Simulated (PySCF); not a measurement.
sulfur hexafluoride (F6S), singlet, geometry from GFN2-xTB. Base run: PySCF with CCSD(T)/STO-3G.

The PySCF input:
```python
from pyscf import gto, scf, cc

mol = gto.Mole()
mol.atom = '''
    F     0.60583172   -0.46165382   -1.39611638
    S     0.00000000    0.00000000    0.00000000
    F     1.29819968   -0.54124302    0.74231451
    F    -0.69061044   -1.42240255    0.17066190
    F    -1.29819968    0.54124302   -0.74231451
    F     0.69061044    1.42240255   -0.17066190
    F    -0.60583172    0.46165382    1.39611638
'''
mol.basis = 'sto-3g'
mol.verbose = 5
mol.build()

mf = scf.RHF(mol)
mf.kernel()

mycc = cc.CCSD(mf)
mycc.kernel()
et = mycc.ccsd_t()
print('E(CCSD(T)) = %.10f' % (mycc.e_tot + et))
mf.analyze()
```

Each row names what was changed in the base input (with any setting that the change needs).

| change | ΔE vs base (kcal/mol) | MP2 correlation (Eh) | CC correlation without the perturbative part (Eh) | basis functions |
|---|---|---|---|---|
| base | 0.000 | -0.14029 | -0.17409 | 39 |
| cc.level_shift = 0.2 | 0.000 | -0.14029 | -0.17409 | 39 |
| frozen = 12 | 4.29 | -0.13351 | -0.16745 | 39 |
| method = cisd | 11.14 | - | - | 39 |
| cc.conv_tol = 1e-5 | 0.000 | -0.14029 | -0.17409 | 39 |
| cc.diis_space = 3 | 0.000 | -0.14029 | -0.17409 | 39 |
| frozen = 11 | 1.01 | -0.13841 | -0.17255 | 39 |
| cc.diis_space = 10 | 0.000 | -0.14029 | -0.17409 | 39 |
| cc.direct = True | 0.000 | -0.14029 | -0.17409 | 39 |
| method = ccsd | 5.57 | -0.14029 | -0.17409 | 39 |
